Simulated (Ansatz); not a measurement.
Isolated molecules relaxed with PBE0-D4/def2-TZVP in Ansatz; ΔE leaves out vibrations. CBS: MP2 limit from def2 TZ/QZ plus the TZ coupled-cluster correction, frozen cores. DFT in def2-TZVPP. Each species was taken in one conformer, which may not be the lowest.

`CCC#CCCC` → `CC1=C(C)CCC1`  (isomerisation)

```tsv
level	ΔE (kJ/mol)
PBE-D4	-138.4
ωB97M-V	-131.1
BLYP	-97.8
PBE0	-140.4
RPA@PBE/def2-TZVPP	-127.6
CCSD/def2-TZVPP	-125.4
MP2/CBS(def2)	-125.3
CCSD/CBS(def2)	-123.9
```

Q: What does CCSD(T)/CBS give? (An estimate is asked.)

A: Ansatz gave: -126.3 kJ/mol. The listed levels differ from it by -12.1, -4.8, 28.5, -14.1, -1.3, 0.9, 1.0, 2.4 kJ/mol.

Largest T1 diagnostic among the species: 0.010.

At CCSD(T), def2-SVP lies −7.2 kJ/mol from the extrapolated value and def2-TZVPP −1.4 kJ/mol. Leaving LDA and LC-ωPBE aside and taking each functional with its dispersion term where it has one, the values, not all of them listed here, spread over 32.1 kJ/mol, from PBE0-D4 to B2PLYP. LDA lies −35.1 kJ/mol from PBE without D4.
